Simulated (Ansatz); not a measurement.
A nudged elastic band was laid between two geometries of BF2H4N + H2O (11 atoms, charge 0, multiplicity 1).

Computed with RKS PBE0-D4/def2-SVP (Ansatz 0.2.0).

| Property | Result |
| --- | --- |
| movable images | 5 |
| climbing image | yes |
| spring | 5.0 eV/Å² |
| optimiser | quadratic models (default) |
| start path | through a guess of the saddle point |
| force threshold | 0.05 eV/Å |
| iteration limit | 60 |
| end points | relaxed |

First end point:

```xyz
11
Properties=species:S:1:pos:R:3
B -0.342 -1.054 -0.483
H 0.650 -1.218 -1.186
F -1.472 -1.712 -0.904
F -0.100 -1.261 0.889
H 0.012 1.042 0.005
N -0.705 0.540 -0.559
H 2.146 0.887 1.046
O 1.239 1.040 1.334
H -0.707 0.882 -1.519
H -1.627 0.710 -0.153
H 0.906 0.145 1.528
```

Last end point:

```xyz
11
Properties=species:S:1:pos:R:3
B -1.037 -0.681 -0.208
H 3.284 -1.028 -0.460
F -0.354 -1.410 -1.076
F -1.193 -1.149 1.030
H 0.303 1.213 0.445
N -1.622 0.542 -0.575
H 2.737 -0.578 -0.174
O 1.067 0.794 0.860
H -1.600 0.869 -1.532
H -2.292 1.012 0.019
H 0.707 0.416 1.670
```

Q: Which bonds break or form, and what moves?

A: Bonds broken: B1–H2, H5–N6, H7–O8. Bonds formed: H2–H7, H5–O8. BF2H4N + H2O becomes BF2H2N + H2 + H2O.

Q: What energy profile does the band end with?

A: It converged. The highest image is number 3 of 0 to 6, 1.31 eV above the first end and 0.94 eV above the last; the last end lies 0.37 eV above the first. A vibrational analysis at the climbing image gives one clearly imaginary mode, 925i cm⁻¹: a first-order saddle point. The orbitals stay closed-shell, which can raise the energy where a bond breaks towards radicals; this wasn't checked here.

| image | path coordinate (Å) | energy (eV) | B1–H2 (Å) | H5–N6 (Å) | H7–O8 (Å) |
| --- | --- | --- | --- | --- | --- |
| 0 | 0.00 | 0.00 | 1.23 | 1.04 | 0.96 |
| 1 | 0.98 | 0.06 | 1.23 | 1.04 | 0.97 |
| 2 | 1.97 | 0.12 | 1.24 | 1.04 | 0.98 |
| 3 | 2.95 | 1.31 | 1.43 | 1.52 | 1.30 |
| 4 | 4.23 | 0.46 | 2.54 | 2.05 | 2.20 |
| 5 | 5.50 | 0.39 | 3.43 | 2.16 | 2.35 |
| 6 | 6.78 | 0.37 | 4.34 | 2.28 | 2.40 |

Q: What is the geometry of the highest image?

A: 
```xyz
11
Properties=species:S:1:pos:R:3
B -0.389 -0.909 -0.346
H 1.042 -0.911 -0.337
F -0.598 -1.634 -1.476
F -0.738 -1.508 0.826
H 0.357 1.123 0.350
N -0.835 0.545 -0.389
H 1.269 -0.135 0.177
O 1.341 1.026 0.749
H -0.957 0.883 -1.342
H -1.727 0.650 0.093
H 1.234 0.870 1.696
```

Q: What are the harmonic wavenumbers there?

A: 925i, 46, 276, 343, 374, 462, 511, 520, 596, 662, 809, 831, 922, 1002, 1077, 1189, 1299, 1340, 1448, 1573, 1671, 1766, 2044, 2441, 3550, 3639, 3869 cm⁻¹.

The run took 6.9 min on 2 threads of Intel(R) Xeon(R) Platinum 8488C (Sapphire Rapids), on a shared host, peak memory 0.23 GiB.
